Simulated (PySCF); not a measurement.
**Relaxation of doublet PtS₂⁻**

Computed with UB3LYP/[Pt def2-SVPD with ECP60, S def2-SVPD], scalar-relativistic core potentials, density fitting, no spin–orbit coupling, PySCF. A (50,194) grid was used.

A hand-made linear start, of D∞h symmetry, held to at least that symmetry:

```xyz
3
charge -1 multiplicity 2, angstrom
Pt    0.0000    0.0000    0.0000
S     0.0000    0.0000    2.0600
S     0.0000    0.0000   -2.0600
```

Optimiser trace:
```json
{"step": "0", "E − E(last) (kJ/mol)": "27.83", "largest gradient (Eh/bohr)": "0.06016"}
{"step": "1", "E − E(last) (kJ/mol)": "0.08", "largest gradient (Eh/bohr)": "0.00276"}
{"step": "2", "E − E(last) (kJ/mol)": "0.00", "largest gradient (Eh/bohr)": "0.00067"}
{"step": "3", "E − E(last) (kJ/mol)": "0.00", "largest gradient (Eh/bohr)": "0.00001"}
```

It ends at D∞h with Pt–S 2.162 Å (×2); S–Pt–S 180.0°. A frequency run shows 1 imaginary mode, down to 45i cm⁻¹, so it is a saddle point.

Final geometry:
```xyz
3
charge -1 multiplicity 2, angstrom
Pt    0.0000    0.0000    0.0000
S     0.0000    0.0000    2.1617
S     0.0000    0.0000   -2.1617
```

With open d or f shells other occupations or spin states may lie lower. Spin–orbit coupling, left out here, can matter for elements this heavy.

The relaxation took of the order of 15 core-seconds on a shared host.
